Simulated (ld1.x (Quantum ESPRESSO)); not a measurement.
# What one change does to a pseudopotential (Ni (Z = 28), TM)

nickel, norm-conserving Troullier–Martins (Kleinman–Bylander form), made with ld1.x (Quantum ESPRESSO) 7.5 (PBE, scalar-relativistic). Core [Ne] 3s2, reference 3p6 3d8 4s1.5 4p0 (charge +0.5). Waves: 4s (bound): rc 1.75 bohr; 3p (bound): rc 1.15 bohr; 3d (bound): rc 1.00 bohr. Local part: the d channel. Core correction: none.

All-electron outer shells of the reference configuration (PBE, scalar-relativistic, ld1.x):

```csv
shell,level (eV),outermost node (bohr),outermost maximum (bohr)
3s,-115.41,0.30,0.64
3p,-75.74,0.27,0.65
3d,-13.20,–,0.63
4s,-9.28,0.92,2.18
4p,-4.22,1.00,2.87
```

Change: functional LDA (PZ).

Cutoffs: the cutoffs (Ry, on a coarse ladder) from which the occupation-weighted sum of valence levels, in a spherical-Bessel basis at the reference potential, stays within 10 and 1 mRy of its value at 400 Ry; they do not see the model core or the augmentation charge, which bear on the density cutoff. Errors are all-electron minus pseudo energies relative to the spin-unpolarised reference configuration.

Problem. Predict the effect on cutoff, ghosts and configuration errors.

Solution. The potential gets neither clearly harder nor softer (230 Ry and 300 Ry → 230 Ry and 300 Ry); both files keep a bound ghost (s); the number of tests that count goes from 7 to 9; of the 7 tests that both files solve, the error grows in 2 and shrinks in 1 by more than 15 % and 0.3 meV (median size 17.3 → 24.1 meV).

| quantity | base | changed |
| --- | --- | --- |
| cutoff, loose | 230 Ry | 230 Ry |
| cutoff, tight | 300 Ry | 300 Ry |
| bound ghosts | s | s |
| error for 3p6 3d8 4s2 4p0, meV [ΔE -3.72 → -3.84 eV] | +0.1 | 0.0 |
| error for 3p6 3d8 4s1 4p0, meV [ΔE 5.61 → 5.76 eV] | -1.3 | -1.6 |
| error for 3p6 3d8 4s0 4p0, meV [ΔE 22.96 → 23.42 eV] | -17 | -24 |
| error for 3p6 3d6 4s0 4p0, meV [ΔE 117.98 → 119.08 eV] | +126 | +104 |
| error for 3p6 3d9 4s1 4p0, meV [ΔE -5.31 → -5.47 eV] | -25 | -24 |
| error for 3p6 3d9 4s0 4p0, meV [ΔE 2.60 → 2.72 eV] | -84 | -85 |
| error for 3p6 3d8 4s1 4p1, meV [ΔE 0.88 → 0.84 eV] | -13 | -14 |
| s: phases at 1.89 bohr within 0.05 rad from the reference energy up to (Ry; the scan ends near 5) | 0.2 | 0.1 |
| p: phases at 1.89 bohr within 0.05 rad from the reference energy up to (Ry; the scan ends near 5) | to the end of the scan | to the end of the scan |
| d: phases at 1.89 bohr within 0.05 rad from the reference energy up to (Ry; the scan ends near 5) | 2.8 | 2.7 |

Base: These tests converged, but a pseudo level misses the all-electron one widely, so the file describes the atom poorly there or has found another state: 3p6 3d6 4s0 4p0: empty 4s by 13.3 eV (a node warning on the way). Changed file: These tests converged, but a pseudo level misses the all-electron one widely, so the file describes the atom poorly there or has found another state: 3p6 3d6 4s0 4p0: empty 4s by 13.8 eV (a node warning on the way). A true bound ghost makes a file unfit for plane-wave use even where its test errors are small: the radial tests pick states by their node count and pass the ghost by.
